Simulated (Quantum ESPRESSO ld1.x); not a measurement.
Values are calculated unless marked as measured or tabulated.
All-electron atom: As3+ in [Ar] 3d10 4s1 7f1 (not the ground configuration). Code: ld1.x of Quantum ESPRESSO 7.5. Model: Dirac Kohn-Sham, PW91, spin-unpolarised, spherical densities, point nucleus; open shells fill j = l - 1/2 first.

Normalised radial functions P(r) = r R(r) (large component), r in bohr:

| r | 4s1/2 | 7f5/2 |
|---|---|---|
| 0.003467 | 0.0557 | 0.0000 |
| 0.005693 | 0.0834 | 0.0000 |
| 0.009274 | 0.1177 | 0.0000 |
| 0.01523 | 0.1517 | 0.0000 |
| 0.02501 | 0.1617 | 0.0000 |
| 0.04074 | 0.1060 | 0.0000 |
| 0.0669 | -0.0530 | 0.0000 |
| 0.1099 | -0.2465 | 0.0002 |
| 0.1804 | -0.2114 | 0.0008 |
| 0.2939 | 0.1991 | 0.0033 |
| 0.4826 | 0.4371 | 0.0115 |
| 0.7925 | -0.1488 | 0.0351 |
| 1.291 | -0.8405 | 0.0923 |
| 2.12 | -0.6531 | 0.1652 |
| 3.482 | -0.1364 | 0.0457 |
| 5.717 | -0.0044 | -0.1915 |
| 9.314 | 0.0000 | 0.2144 |
| 15.29 | 0.0000 | -0.2284 |
| 25.12 | 0.0000 | -0.1040 |
| 40.91 | 0.0000 | -0.0003 |

4s1/2: eigenvalue -54.761 eV, 3 radial nodes at r = 0.0584, 0.240, 0.727 bohr, <r> = 1.68 bohr, 90 % of the charge inside 2.44 bohr. 7f5/2: eigenvalue -4.287 eV, 3 radial nodes at r = 3.74, 7.48, 13.1 bohr, <r> = 15.9 bohr, 90 % of the charge inside 21.9 bohr.
